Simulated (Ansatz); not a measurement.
Consider the formal exchange of groups at a B–O bond: `CBO[SiH2]F` + `C=NC=O` → `C=NBC` + `O=CO[SiH2]F`.

Computed with Ansatz on PBE0-D4/def2-TZVP structures; ΔE is electronic, products minus reactants. CCSD(T)/CBS adds triple-zeta CCSD(T) − MP2 to the extrapolated MP2 energy (def2 sets, frozen cores). Each species was taken in one conformer, which may not be the lowest.

```json
{"species": "`CBO[SiH2]F`", "CCSD(T)/CBS(def2) energy (Eh)": "-530.66625"}
{"species": "`C=NC=O`", "CCSD(T)/CBS(def2) energy (Eh)": "-207.73730"}
{"species": "`C=NBC`", "CCSD(T)/CBS(def2) energy (Eh)": "-159.21633"}
{"species": "`O=CO[SiH2]F`", "CCSD(T)/CBS(def2) energy (Eh)": "-579.18029"}
```

(1) Work out ΔE.

Largest T1 diagnostic among the species: 0.016.

Answers

(1) ΔE = (-159.21633) + (-579.18029) − (-530.66625) − (-207.73730) = 0.00693 Eh = +18.2 kJ/mol.

From PBE to PBE0 (25 % exact exchange), in def2-TZVPP and without D4, ΔE moves by +7.8 kJ/mol. In def2-TZVPP, CCSD(T) changes the Hartree–Fock value by −14.9 kJ/mol (the triples alone add −2.6 kJ/mol) and MP2 by −15.1 kJ/mol.
